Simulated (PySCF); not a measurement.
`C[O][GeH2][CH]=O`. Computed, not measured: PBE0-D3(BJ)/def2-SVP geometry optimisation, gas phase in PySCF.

```
atom  x, y, z in Å
C1    -1.2586   -0.2415    0.0863
O2     0.1219   -0.3767   -0.0950
Ge3    1.1114    0.9866   -0.6742
C4     2.9604    0.2471   -0.6739
O5     3.9038    0.9236   -0.9825
H6    -1.7905   -0.0066   -0.8562
H7    -1.6582   -1.1959    0.4651
H8    -1.5159    0.5445    0.8229
H9     0.6701    1.4009   -2.0939
H10    0.9940    2.1781    0.2992
H11    3.0837   -0.8283   -0.3690
```

Which two atoms are farthest apart?

O5···H7, 6.13 Å; the next longest distance is 5.77 Å.

Work out the bond lengths C1–O2, C1–H6, C1–H8, Ge3–H9, Ge3–H10, C4=O5, C4–H11 in pm.

For C1–O2 the difference vector is (1.3805, -0.1352, -0.1813) Å, of length 1.3989 Å. C1–O2 139.9; C1–H6 110.7; C1–H8 110.8; Ge3–H9 154.3; Ge3–H10 154.3; C4=O5 120.1; C4–H11 112.5 pm.

Where is the centre of mass (commonest isotopes), and what is the radius of gyration?

Mass 135.958 u; centre at (1.226, 0.617, -0.558) Å; Rg = √(Σ m r²/M) = 1.581 Å. As Ia + Ib + Ic = 2 Σ m r², the three principal moments sum to 679.5 u·Å².

Give the dihedral angles H9–Ge3–C4–H11, H8–C1–O2–Ge3, H9–Ge3–C4–O5, H6–C1–O2–Ge3.

H9–Ge3–C4–H11 -117° (anticlinal); H8–C1–O2–Ge3 -60° (synclinal); H9–Ge3–C4–O5 64° (synclinal); H6–C1–O2–Ge3 62° (synclinal). Dihedral signs follow IUPAC: positive where, seen along the central bond, the front bond turns clockwise onto the rear one.

What are the angles H6–C1–H7, C4–Ge3–H9, O2–Ge3–C4, H9–Ge3–H10, O5–C4–H11?

From the scalar product of the two bond vectors; for H6–C1–H7 it is -0.3687 Å² over 1.1074 × 1.1018 Å², cos θ = -0.3021. H6–C1–H7 107.6°; C4–Ge3–H9 111.4°; O2–Ge3–C4 103.4°; H9–Ge3–H10 110.6°; O5–C4–H11 121.5°.

How far apart are these pairs, which share no bond: C1···Ge3, C1···C4, O5···H8, O5···H11, H7···H11, H8···H10, H9···H10?

C1···Ge3 2.776 Å (2 bonds apart); C1···C4 4.315 Å (3 bonds apart); O5···H8 5.725 Å (5 bonds apart); O5···H11 2.029 Å (2 bonds apart); H7···H11 4.829 Å (5 bonds apart); H8···H10 3.040 Å (4 bonds apart); H9···H10 2.537 Å (2 bonds apart).

How far are the heavy atoms from their best plane (unweighted least squares)?

0.019 Å rms; C1 0.02, O2 0.02, Ge3 0.02, C4 0.01, O5 0.02 Å (magnitudes).

Write the matrix of distances between heavy atoms (Å, lower triangle).

```
C1    0.000
O2    1.399  0.000
Ge3   2.776  1.781  0.000
C4    4.315  2.963  1.991  0.000
O5    5.399  4.096  2.810  1.201  0.000
```

Whether it is a minimum is left open (no frequencies). One conformer, not necessarily the lowest.
